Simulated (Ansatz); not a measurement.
Al₂Sb₂⁺. Total charge 1; doublet. Geometry r2SCAN-D4/def2-SVP, that of the neutral singlet; atoms count from 1.

```xyz
4

Al    0.719   -2.085   -1.237
Al   -0.719    2.085    1.237
Sb    1.171    0.577   -0.291
Sb   -1.171   -0.577    0.291
```

In the def2 sets Sb takes a core potential; there is no spin–orbit coupling. The structure comes from a short search, and lower isomers may exist.

Question: Estimate the Mulliken populations from the PBE0/def2-TZVP orbitals of Ansatz.

Answer: 
```
atom  charge (e)  spin (α − β)
 Al1        0.42          0.34
 Al2        0.42          0.34
 Sb3        0.08          0.16
 Sb4        0.08          0.16
```
Mulliken values and Mayer orders depend strongly on the basis.

Question: Where does the spin sit?

Answer: Summed by element: Al 0.69, Sb 0.31, of 1 unpaired in all. Largest on single atoms: Al2 0.34, Al1 0.34, Sb3 0.16.

Question: And the Mayer bond orders between bonded heavy atoms (over 0.3)?

Answer: Al1–Sb3 0.68 (2.86 Å); Al1–Sb4 0.68 (2.86 Å); Al2–Sb3 0.68 (2.86 Å); Al2–Sb4 0.68 (2.86 Å); Sb3–Sb4 1.68 (2.67 Å).
